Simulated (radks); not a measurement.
The numbers below are computed, except where a source is named.
Cr15+, configuration [He] 2s2 2p5 (the NIST ground configuration).

Level of theory: scalar-relativistic Kohn-Sham, PBE, spin-unpolarised, spherical densities, point nucleus (a radial shooting solver on a logarithmic mesh with Libxc functionals).

Energy parts (eV):
total: -25204.387
kinetic: 25497.508
electron-nucleus: -54766.191
Hartree: 4989.999
exchange-correlation: -925.704

Orbitals (lengths in bohr, moments of r in powers of bohr; r(max) is where P^2 peaks; r(90%) holds 90 % of the orbital's charge):
orbital	occ.	eigenvalue (eV)	<r^2>	r(max)	<1/r>	r(90%)
1s	2	-6433.282	0.005413	0.04158	23.91	0.113
2s	2	-1157.127	0.09481	0.2392	5.220	0.438
2p	5	-1060.488	0.07573	0.1928	5.121	0.406

The highest occupied level is 2p at -1060.5 eV. Summed over all electrons, <r^2> = 0.5791 bohr^2, which gives a Langevin (diamagnetic) susceptibility term of -0.459 x 10^-6 cm^3/mol.
